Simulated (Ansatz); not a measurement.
`[NH][GeH3]` radical, relaxed with UKS PBE-D4/def2-SVP in the Gaussian-basis code of Ansatz from a rough embedded geometry. The force threshold is 0.03 eV/Å; the program also tests the step.

Total charge 0; spin multiplicity 2.

Start:

```xyz
6

N    -1.030    1.068   -0.291
Ge    0.386   -0.220   -0.100
H    -1.572    0.934    0.520
H     1.310   -0.144   -1.270
H    -0.244   -1.648   -0.100
H     1.150    0.009    1.241
```

**Question.** By how much does the energy fall, and how many steps does the optimiser take? (Best estimate.)

**Answer.** Computed: 0.13 eV, in 3 steps.

**Question.** Which bonds change most? (An estimate is asked.)

**Answer.** Computed: N1–H3 from 0.985 to 1.045 Å; Ge2–H4 from 1.492 to 1.546 Å; N1–Ge2 from 1.924 to 1.883 Å; Ge2–H5 from 1.561 to 1.559 Å.

**Question.** Give the relaxed structure. (Best estimate.)

**Answer.** Computed: 
```xyz
6

N    -0.998    1.041   -0.312
Ge    0.370   -0.235   -0.098
H    -1.595    0.965    0.542
H     1.333   -0.098   -1.300
H    -0.249   -1.666   -0.070
H     1.139   -0.007    1.238
```
